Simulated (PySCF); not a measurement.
Some computed properties have been withheld. Give your best values.

Compound: C₉H₁₄S.
SMILES: `C=CC[C@H](C#CC)SCC`

Conformer (atom-mapped SMILES and torsion angles): `[CH2:1]=[CH:2][CH2:3][C@H:4]([C:5]#[C:6][CH3:7])[S:8][CH2:9][CH3:10]`: C1–C2–C3–C4 115°, C2–C3–C4–C5 -70°, C3–C4–S8–C9 71°, C4–S8–C9–C10 -99°.

```csv
property,level,value
point group of the GFN2-xTB geometry,GFN2-xTB,?
"rotational constants A, B, C of the GFN2-xTB geometry",GFN2-xTB,?
dipole moment,PBE0/pcSseg-1,2.07 D
HOMO energy,PBE0/pcSseg-1,?
LUMO energy,PBE0/pcSseg-1,0.05 eV
13C chemical shifts (computed TMS as zero) by class,GIAO PBE0/pcSseg-1,"144.9 (1 C), 123.8 (1 C), 89.4 (1 C), 85.5 (1 C), 51.9 (1 C), 41.9 (1 C), 29.6 (1 C), 22.1 (1 C), 4.8 (1 C) ppm"
1H chemical shifts (computed TMS as zero) by class,GIAO PBE0/pcSseg-1,"5.98 (1 H), 5.41 (1 H), 5.32 (1 H), 3.12 (1 H), 3.12 (1 H), 2.69 (1 H), 2.56 (1 H), 2.29 (1 H), 2.06 (3 H), 1.31 (3 H) ppm"
"isotropic shieldings of nuclei other than C and H, by class",GIAO PBE0/pcSseg-1,398 (1 S) ppm
```

Electronic properties: PySCF, gas phase, density fitting. NMR classes are plain means over equivalent atoms (diastereotopic ones count apart unless rotation or inversion swaps them), as if these changed places fast; in this geometry the members of some classes differ.

(1) Give the HOMO energy.

(2) The point group of the GFN2-xTB geometry?

(3) Give the rotational constants A, B, C of the GFN2-xTB geometry.

Results:

(1) -6.26 eV.

(2) C1.

(3) 1.094, 0.800, 0.583 GHz.

With B = h/(8π²I), that is 505.379 GHz u Å² over I, the principal moments of inertia are 461.8, 631.8 and 867.2 u Å² (most abundant isotopes). A dipole of 2.07 D is allowed in C1, and pure rotational transitions are dipole-allowed. The rotational constants make it an asymmetric top with κ = (2B − A − C)/(A − C) = -0.15, nearer the prolate limit (−1). In atomic units the dipole is 0.81 e·bohr (1 au = 2.5417 D).

One conformer stands for the species.
